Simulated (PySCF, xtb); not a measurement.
Si(OSiH3)2(H)(Me) (CH₁₀O₂Si₃), SMILES C[SiH](O[SiH3])O[SiH3]. Other conformers were not sampled.

Harmonic wavenumbers (cm⁻¹) from GFN2-xTB (xtb) at its own minimum, in rising order: 31, 40, 56, 63, 65, 91, 111, 173, 242, 296, 529, 590, 595, 599, 621, 633, 667, 686, 755, 767, 775, 783, 791, 798, 821, 836, 851, 1065, 1101, 1373, 1479, 1485, 2231, 2243, 2248, 2259, 2279, 2280, 2304, 3029, 3051, 3053.

Problem. What does PBE-D3(BJ)/def2-SVP in PySCF give at its own minimum? (The exact figures need the calculation; the answer reports its results.)

Solution. 31, 34, 46, 56, 77, 81, 143, 197, 274, 334, 543, 610, 670, 696, 699, 710, 713, 735, 754, 852, 874, 911, 915, 917, 918, 949, 969, 1041, 1048, 1223, 1378, 1379, 2149, 2155, 2162, 2168, 2185, 2186, 2190, 2980, 3082, 3084. Paired by order, the mean absolute difference is 64 cm⁻¹ and the zero-point energies are 64.0 and 64.5 kcal/mol.
